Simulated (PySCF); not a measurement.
Cl₂FGeH₂N, SMILES [Ge]([F])([NH2])([Cl])[Cl]. Geometry optimised at B3LYP-D3(BJ)/def2-SVP. This is a generated structure with no PubChem entry under its InChIKey; it may be hypothetical. The values are those of a single conformer.

Give the equilibrium geometry at B3LYP-D3(BJ)/def2-SVP (PySCF confirms it by a frequency run) as bond lengths and angles. (The exact figures need the calculation; the answer reports its results.)

Several could match; the one computed here: 
Atoms: N1 Ge2 F3 Cl4 Cl5 H6 H7. Bonded distances (Å): N1–Ge2 1.804, N1–H6 1.018, N1–H7 1.018, Ge2–F3 1.729, Ge2–Cl4 2.142, Ge2–Cl5 2.153. Angles (°): Ge2–N1–H6 115.5, Ge2–N1–H7 113.9, H6–N1–H7 110.5, N1–Ge2–F3 109.0, N1–Ge2–Cl4 108.9, N1–Ge2–Cl5 115.4, F3–Ge2–Cl4 108.3, F3–Ge2–Cl5 104.5, Cl4–Ge2–Cl5 110.5.
